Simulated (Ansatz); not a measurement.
`[BH2][GeH2][BH]N` + `C[C](=N)[GeH3]` → `N[BH][GeH3]` + `[BH2][GeH2][C](C)=N`  (redistribution)

Computed with Ansatz on PBE0-D4/def2-TZVP structures; ΔE is electronic, products minus reactants. CBS: MP2 limit from def2 TZ/QZ plus the TZ coupled-cluster correction, frozen cores. Functionals use def2-TZVPP. B3LYP here is the variant with VWN-RPA as its local correlation; programs differ in this. For Ge outer-core shells are correlated without core-valence functions, which leaves a few kJ/mol of doubt a bond. Scalar relativity is left out up to krypton. Each species was taken in one conformer, which may not be the lowest.

Problem. Is it downhill or uphill in electronic energy at CCSD(T)/CBS, and by how much? (Best estimate.)

Solution. The calculation gave: Nearly level: ΔE = +2.3 kJ/mol.

Problem. What do these levels give: PBE-D4, PBE0-D4, B3LYP-D4, ωB97M-V, r2SCAN, PBE0, B3LYP, CCSD/def2-TZVPP, CCSD(T)/def2-TZVPP, HF/def2-QZVPP, MP2/def2-QZVPP, MP2/CBS(def2)? (Estimate.)

Solution. Ansatz gave: PBE-D4 -0.4, PBE0-D4 1.4, B3LYP-D4 0.4, ωB97M-V 2.0, r2SCAN 0.8, PBE0 2.0, B3LYP 1.3, CCSD/def2-TZVPP 1.7, CCSD(T)/def2-TZVPP 1.8, HF/def2-QZVPP 0.9, MP2/def2-QZVPP 3.2, MP2/CBS(def2) 3.4 kJ/mol.

Largest T1 diagnostic among the species: 0.014.
